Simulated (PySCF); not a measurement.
CH4AlFOS. Atoms are numbered in the order given.

```xyz
9

Al    -0.2831     0.0802     0.0000
F     -1.9582     0.0074     0.0000
O      0.6833    -1.3099     0.0000
C      0.5555    -2.7070     0.0000
H      1.0515    -3.1419     0.8965
H     -0.5044    -3.0498     0.0000
H      1.0515    -3.1419    -0.8965
S      0.7118     2.0169     0.0000
H     -0.4826     2.6757     0.0000
```
Charge 0, spin multiplicity 1.

Geometry optimised at PBE-D3(BJ)/def2-SVP. The structure was generated by enumeration; whether it is a known compound was not checked. The values are those of a single conformer.

The numbers are results of PBE-D3(BJ)/def2-SVP (PySCF), not measurements.

Frequencies are harmonic and unscaled.

| mode | ν (cm⁻¹) | IR (km/mol) | moving atoms (share of kinetic energy) |
|---|---|---|---|
| 1 | 60 | 0.0 | H 97 % |
| 2 | 81 | 3.0 | C 32 %, H 21 %, F 20 %, S 11 %, Al 9 % |
| 3 | 83 | 2.8 | O 46 %, H 21 %, C 20 % |
| 4 | 152 | 15.0 | F 36 %, S 21 %, O 14 %, Al 12 %, C 11 % |
| 5 | 231 | 0.6 | H 66 %, Al 24 %, O 8 % |
| 6 | 243 | 72.4 | Al 43 %, H 30 %, F 12 % |
| 7 | 249 | 22.7 | O 40 %, S 22 %, F 22 % |
| 8 | 452 | 29.1 | S 37 %, Al 18 %, O 17 %, F 16 % |
| 9 | 644 | 3.3 | H 88 % |
| 10 | 717 | 84.8 | Al 51 %, C 18 %, O 13 %, F 8 % |
| 11 | 874 | 99.0 | Al 49 %, F 41 % |
| 12 | 1142 | 30.3 | H 71 %, C 21 % |
| 13 | 1146 | 0.0 | H 77 %, C 19 % |
| 14 | 1220 | 380.9 | O 57 %, C 32 % |
| 15 | 1422 | 1.7 | H 97 % |
| 16 | 1426 | 2.4 | H 96 % |
| 17 | 1434 | 19.6 | H 89 %, C 9 % |
| 18 | 2615 | 0.6 | H 97 % |
| 19 | 2920 | 108.8 | H 97 % |
| 20 | 2998 | 38.8 | H 90 %, C 10 % |
| 21 | 3004 | 34.8 | H 90 %, C 10 % |
